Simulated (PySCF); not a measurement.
BF2Cl, SMILES B(F)(F)Cl.

Geometry optimised at PBE-D3(BJ)/def2-TZVP.

These are PBE0/def2-TZVPD (PySCF) values and carry that method's errors.

The molecule is in vacuum.

Problem. Estimate the frontier levels, gap, dipole moment and polarisability. (Estimate from the structure and the level; the computed values follow.)

Solution. 
```yaml
highest_occupied_level: -9.97 eV
lowest_empty_level: -0.42 eV
orbital_gap: 9.55 eV
dipole_moment: 0.067 e·Å
quadrupole, principal values (traceless, Buckingham form, about the centre of nuclear charge): -2.61, -0.38, 3.00 D·Å
mean_static_polarisability: 28.8 bohr³ (4.26 Å³)
polarisability_principal_values: 23.9, 27.9, 34.6 bohr³
```
